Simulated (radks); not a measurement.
Results of a calculation; reference values are marked as such.
Mean orbital radii <r> (bohr) of the zinc ion Zn2+, [Ar] 3d10, of relativity; Dirac values are averaged over j with weights 2j + 1. Spin-unpolarised spherical Kohn-Sham, PBEsol, point nucleus unless stated (finite: rms radius 3.9283 fm), a radial shooting solver on a logarithmic mesh with Libxc functionals. A level marked "c x" has the speed of light scaled by that factor and shares open shells by 2j + 1; other Dirac levels either fill j = l - 1/2 first or share by 2j + 1.

shell  non-rel.
1s      0.05114
2s       0.2299
2p       0.1998
3s       0.6929
3p       0.7191
3d       0.8751

Give the values at the level "Dirac, c x 5".

Answer. 
shell  Dirac, c x 5  change of magnitude (%)
1s          0.05110                    -0.06
2s           0.2298                    -0.07
2p           0.1997                    -0.03
3s           0.6925                    -0.06
3p           0.7189                    -0.03
3d           0.8752                    +0.02
